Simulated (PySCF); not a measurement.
**A rate constant, worked out**

An elementary step of GaH₃SO, closed shell (GaH₃SO ([OH][GaH][SH]) → GaHS ([S][GaH]) + H₂O (still joined by a long Ga–O bond); Ga–O, S–H broken or loosened, O–H formed or tightened). The start structure is the reactant molecule, and the electronic barrier above it is 1.291 eV by CCSD(T) at an estimated basis limit (MP2 extrapolated from triple and quadruple zeta, plus CCSD(T) − MP2 in triple zeta). PySCF 2.14 with density fitting (its default auxiliary sets; JK sets also for MP2 and CCSD(T)); basis: def2-TZVPP and def2-QZVPP; cores frozen in the correlated methods. Filled d shells of the heavier atoms are correlated. The def2 sets are not built for correlating such inner shells, so the correlated values are less sure here. Extrapolation: Hartree–Fock as exp(−7.88 √X), correlation as X^−2.97. Harmonic wavenumbers (analytic Hessian with the translational sum rule) at PBE0-D4/def2-TZVP (PySCF 2.14 with density fitting (its default auxiliary sets; JK sets also for MP2 and CCSD(T))), in cm⁻¹:

Start: 151, 289, 347, 417, 484, 563, 697, 710, 840, 2019, 2708, 3903.

Saddle: 1262i, 351, 413, 461, 497, 578, 590, 690, 1093, 1594, 2069, 3847.

Task: Work out the transition-state-theory rate constant at 800 K from these numbers alone (harmonic vibrations; rotation, path degeneracy and anharmonicity left out), and the Wigner tunnelling factor. Use 1 cm⁻¹ = 1.2398 × 10⁻⁴ eV and k_B = 8.617 × 10⁻⁵ eV/K.

Result: Zero-point energies, half the sums: start 13128/2 cm⁻¹ = 0.8138 eV; saddle, real modes only, 12183/2 cm⁻¹ = 0.7552 eV.
Barrier with zero-point energy: 1.291 + 0.7552 − 0.8138 = 1.2324 eV.
k_BT = 0.06894 eV, so the barrier is 17.88 k_BT.
Vibrational partition functions from the zero-point level, ln q = −Σ ln(1 − exp(−hν/k_BT)): start 5.688, saddle 3.942.
k = (k_BT/h) exp(ln q‡ − ln q) exp(−E0/k_BT), with log₁₀(k_BT/h in s⁻¹) = 13.22: log₁₀ k = 13.22 + (-1.746 − 17.88)/2.3026 = 4.70, so k ≈ 5 × 10^(4) s⁻¹.
Wigner factor: 1 + (hν‡/k_BT)²/24 = 1 + (2.27)²/24 = 1.21. A change of 1 kcal/mol (0.043 eV) in the barrier would change k by a factor of 1.9 at this temperature.

T1 diagnostic: at most 0.017.

Labels in which every atom is bracketed show which atoms are joined, not bond orders.

For scale, one of the runs: CCSD(T)/def2-TZVPP, 163 basis functions, launched by `OMP_NUM_THREADS=4 python run.py`. Hardware: 4 CPU threads of an Arm Neoverse V1, shared host. Wall time 3.4 min; peak host memory 1.5 GiB.
